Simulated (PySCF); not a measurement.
# Low-lying terms of In⁴⁵⁺ (indium, charge +45)

Ground state [He] 2s2, ¹S. Calculation: PySCF 2.14, in an even-tempered Gaussian basis (18 s from 3.52 bohr⁻², ratio 2.5; 9 p from 4.53 bohr⁻², ratio 2.7; 8 d from 5.03 bohr⁻², ratio 2.7; 4 f from 150 bohr⁻², ratio 2.7); scalar relativity by spin-free X2C-1e. Vertical excitation energies in eV without spin-orbit coupling; excited terms of each kind are numbered among those the solver found. Frozen: nothing.

```json
{"term": "1 3P°", "leading excitation": "2s → p", "EOM-EE-CCSD": "254.06"}
{"term": "1 1P°", "leading excitation": "2s → p", "EOM-EE-CCSD": "332.54"}
```

The spin-orbit splitting of the hole, absent here, rivals or exceeds the spacing of these terms, so the LS terms are model states.

Only the lower part of the computed list is shown. Doubly excited terms such as np² are absent. The solver can miss terms. The 7 highest virtual orbitals were dropped.
